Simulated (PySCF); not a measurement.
# Deuteron quadrupole couplings in `C=C/C(=C/C(=C)F)C(F)(F)F`

Species: C7H6F4.
Geometry (GFN2-xTB, Å), atoms numbered from 1 in this order:
```
atom  x, y, z in Å
C1    -2.9128    0.0046   -0.4671
C2    -1.7564   -0.6337   -0.3186
C3    -0.4827   -0.0294    0.0407
C4     0.6728   -0.6470   -0.2738
C5     2.0306   -0.1559   -0.1595
C6     3.1163   -0.9232   -0.1113
F7     2.1853    1.1826   -0.1689
C8    -0.5047    1.2885    0.7823
F9    -0.4669    2.3559   -0.0308
F10   -1.6136    1.4315    1.5319
F11    0.5079    1.4089    1.6507
H12   -3.0283    1.0622   -0.3068
H13   -3.7964   -0.5273   -0.7742
H14   -1.6958   -1.6915   -0.5380
H15    0.6039   -1.6349   -0.7089
H16    3.0378   -1.9935   -0.1124
H17    4.0960   -0.4860   -0.0452
```

Level: PBE0/pcSseg-1 (PySCF, non-relativistic); Q(2H) = 0.00286 b; rigid geometry, the same for H and D, with no vibrational averaging.

Question: Rank these positions by the coupling χzz of a deuteron there, largest first.
A. H16 (vinylic hydrogen)
B. H13 (vinylic hydrogen)
C. H15 (vinylic hydrogen)

Answer: A (231 kHz), B (226 kHz), C (214 kHz).

Q: Give the electric field gradient Vzz (the principal value of largest size), its asymmetry and the 2H coupling at each hydrogen.

A: 
```json
{"atom": "H12", "bonded to": "C1", "bond length (Å)": "1.076", "Vzz (au)": "0.3319", "η": "0.06", "χzz (kHz)": "223"}
{"atom": "H13", "bonded to": "C1", "bond length (Å)": "1.076", "Vzz (au)": "0.3369", "η": "0.04", "χzz (kHz)": "226"}
{"atom": "H14", "bonded to": "C2", "bond length (Å)": "1.082", "Vzz (au)": "0.3217", "η": "0.08", "χzz (kHz)": "216"}
{"atom": "H15", "bonded to": "C4", "bond length (Å)": "1.082", "Vzz (au)": "0.3192", "η": "0.09", "χzz (kHz)": "214"}
{"atom": "H16", "bonded to": "C6", "bond length (Å)": "1.073", "Vzz (au)": "0.3435", "η": "0.07", "χzz (kHz)": "231"}
{"atom": "H17", "bonded to": "C6", "bond length (Å)": "1.075", "Vzz (au)": "0.3396", "η": "0.06", "χzz (kHz)": "228"}
```

Q: A static deuteron (I = 1) shows a doublet split by (3/2)χ, (3/4)χ(1 + η) and (3/4)χ(1 − η) with the field along z, y and x of the gradient. What are these for H12?

A: With |χ| = 223.0 kHz and η = 0.063: 335, 178 and 157 kHz, to first order and without motion.

Isolated species at its GFN2-xTB geometry (one conformer only). GFN2-xTB bond lengths can be off by several hundredths of an ångström, more for odd bonds, and the gradients follow them. These gradients aren't converged with respect to the basis.

The run behind these numbers computed NMR shieldings as well. Rough CPU time on one thread of a shared machine: about 2.2 min (with the writing of density and orbital grids).
